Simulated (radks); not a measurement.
Results of a calculation; reference values are marked as such.
I+, configuration [Kr] 4d10 5p(up 2, down 2) 5s(up 1, down 1) (spins set by hand, not the high-spin state).

Level of theory: scalar-relativistic Kohn-Sham, r2SCAN, spin-polarised, spherical densities, finite nucleus; meta-GGA in the generalised Kohn-Sham scheme; Fermi nuclear charge, rms radius 4.75 fm (a radial shooting solver on a logarithmic mesh with Libxc functionals).

Energy parts (hartree):
| part | energy |
|---|---|
| total | -7116.69320 |
| kinetic | 7470.02878 |
| electron-nucleus | -17200.81525 |
| Hartree | 2795.39113 |
| exchange-correlation | -181.29785 |

Orbitals (lengths in bohr, moments of r in powers of bohr; r(90%) holds 90 % of the orbital's charge):
| orbital | occ. | eigenvalue (hartree) | <1/r> | r(90%) |
|---|---|---|---|---|
| 1s | 2 | -1214.613 | 56.83 | 0.0490 |
| 2s | 2 | -188.5870 | 13.04 | 0.181 |
| 2p | 6 | -169.1862 | 12.46 | 0.167 |
| 3s | 2 | -38.59324 | 4.683 | 0.460 |
| 3p | 6 | -32.26484 | 4.445 | 0.467 |
| 3d | 10 | -22.80236 | 4.199 | 0.453 |
| 4s | 2 | -7.15348 | 1.879 | 1.07 |
| 4p | 6 | -5.16025 | 1.722 | 1.16 |
| 4d | 10 | -2.24250 | 1.441 | 1.40 |
| 5s | 2 | -0.98697 | 0.6710 | 2.82 |
| 5p | 4 | -0.57405 | 0.5538 | 3.42 |

The highest occupied level is 5p at -15.621 eV. Summed over all electrons, <r^2> = 50.30 bohr^2, which gives a Langevin (diamagnetic) susceptibility term of -39.8 x 10^-6 cm^3/mol.
